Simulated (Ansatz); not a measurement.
ZnF2⁺: single points at one geometry.

```yaml
crystal:
  periodic: [false, false, false]
  atoms:
    - {symbol: Zn, position_ang: [0.000130, -0.000313, 0.000120]}
    - {symbol: F, position_ang: [-1.644010, -0.679957, 0.006294]}
    - {symbol: F, position_ang: [1.643879, 0.680271, -0.006414]}
basis:
  gaussian: {orbitals: def2-TZVP, initial_orbitals: start.molden}
total_charge: 1
magnetization: {spin_polarized: true, initial_magnetization: 1}
hamiltonian: {xc: {name: B3LYP}, dispersion: d4}
scf: {omitted_lower_state_checks: [starts]}
output: {orbitals: {seedname: orbitals}}
```

The file start.molden holds the orbitals of an earlier run on this structure, at another level or in another basis.

```sh
$ ansatz run in.yaml --threads 2 --pin off --events-out ev --progress --plain --max-ram 4352MiB
```

It prints (some lines left out):

```
Functional definition: B3LYP
837 factors; their error is unknown
mean field evaluation 1: about -53845.6286 eV, gradient 4.2e0 eV
mean field evaluation 2: about -53845.6637 eV, gradient 3.6e-2 eV
mean field evaluation 4: about -53845.7411 eV, gradient 4.6e-5 eV
mean field evaluation 8: about -53845.7411 eV, gradient 1.4e-5 eV
mean field -53845.74110200 eV, -1978.7944875442 hartree, gradient 5.9e-6 eV, S^2 0.759441; 0 other end points of the search recorded, 0 dependent functions left out
reference -53845.74128496 eV, -1978.7944942680 hartree; 24, 23 occupied and 86, 87 virtual orbitals, 837 factors
Total energy: -53845.77663566 eV, -1978.7957933824 hartree
Checks for a lower state left out: starts
```

It took 13 s on 2 threads of Arm Neoverse V2 on a shared host.

First input, but with `correlation: {method: mp2, frozen_orbitals: {F: 1, Zn: 9}}` and without the key `hamiltonian` (abridged; 2.9 s):

```
Functional definition: HF
mean field -53780.14037079 eV, -1976.3837051382 hartree, gradient 2.5e-6 eV, S^2 0.754244
11 core orbitals not correlated: weight in the atoms' cores, before any rotation towards them, 1.000 or more for the frozen orbitals, at most 0.000 for the correlated occupied ones
second order -23.03423097 eV of doubles, -0.00000000 eV of singles
Total energy: -53803.17460176 eV, -1977.2301975131 hartree
Checks for a lower state left out: starts
```

Geometry: B3LYP-D4/def2-TZVP.

B3LYP takes the VWN-RPA correlation. Correlated methods freeze 11 core orbitals. The structure comes from a short search, and lower isomers may exist.
